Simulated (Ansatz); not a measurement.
Ansatz results at the PBE0-D4/def2-TZVP geometry: HOMO energy (B3LYP/def2-TZVPP) -5.72 eV; HOMO–LUMO gap (B3LYP/def2-TZVPP) 4.67 eV; LUMO energy (ωB97M-V/def2-TZVPP) 0.90 eV.

Each molecule was computed in one conformer, which needn't be the lowest.

Q: Which molecule gave them?
A. `[OH][Al]1[CH2][CH]1[SiH3]`
B. `[CH2]1OC[SiH2][AlH]1`
C. `[CH3][Al]1[CH2]O[SiH2]1`
D. `B/C=C(\F)[SiH3]`

A: A. The others give `[CH3][Al]1[CH2]O[SiH2]1`: -6.56, 4.81, 0.07; `B/C=C(\F)[SiH3]`: -8.02, 5.45, -0.37; `[CH2]1OC[SiH2][AlH]1`: -6.02, 3.99, -0.22.

B3LYP here is the variant with VWN-RPA as its local correlation; programs differ in this.
